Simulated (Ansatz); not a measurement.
Start from `[OH][Ga]([Cl])[Cl]` and change one atom or group to get `[OH][GaH][Cl]`.

Ansatz, PBE0-D4/def2-TZVP geometries, multiplicity 1. Each molecule was computed in one conformer, which needn't be the lowest.

Scalar relativity is left out up to krypton.

| property | `[OH][Ga]([Cl])[Cl]` |
| --- | --- |
| size of the dipole moment (PBE/def2-TZVPP) / D | 1.40 |
| ideal-gas entropy at 298 K and 1 bar (rigid rotor, harmonic PBE0-D4/def2-TZVP) / J/(mol·K) | 335 |
| HOMO energy (PBE0/def2-TZVPP) / eV | -9.41 |
| zero-point energy (PBE0-D4/def2-TZVP) / kJ/mol | 42.9 |
| LUMO energy (PBE0/def2-TZVPP) / eV | -1.56 |
| HOMO energy (PBE/def2-TZVPP) / eV | -7.90 |

(1) What does the change do to each property? (Estimate.)

## Answers

(1) The calculation gave: 
```tsv
property	`[OH][GaH][Cl]`	shift
size of the dipole moment (PBE/def2-TZVPP) / D	0.47	-0.93
ideal-gas entropy at 298 K and 1 bar (rigid rotor, harmonic PBE0-D4/def2-TZVP) / J/(mol·K)	300	-35
HOMO energy (PBE0/def2-TZVPP) / eV	-8.95	0.46
zero-point energy (PBE0-D4/def2-TZVP) / kJ/mol	57.4	14.5
LUMO energy (PBE0/def2-TZVPP) / eV	-1.14	0.42
HOMO energy (PBE/def2-TZVPP) / eV	-7.50	0.40
```

Dipoles are sizes alone; their direction can turn.
